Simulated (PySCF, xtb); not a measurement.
CH₅GaO, SMILES [CH3][GaH][OH].

GFN2-xTB (xtb) at its own geometry gives an orbital gap of 4.79 eV and a dipole moment of 0.62 D.

Coordinates come from a PBE0-D3(BJ)/def2-SVP optimisation. The values are those of a single conformer.

Task: What does r2SCAN/def2-TZVPD in PySCF give? (An estimate is asked for; the answer gives what the named calculation found.)

Result: gap 5.91 eV (levels -7.14 and -1.23 eV), dipole 1.16 D.
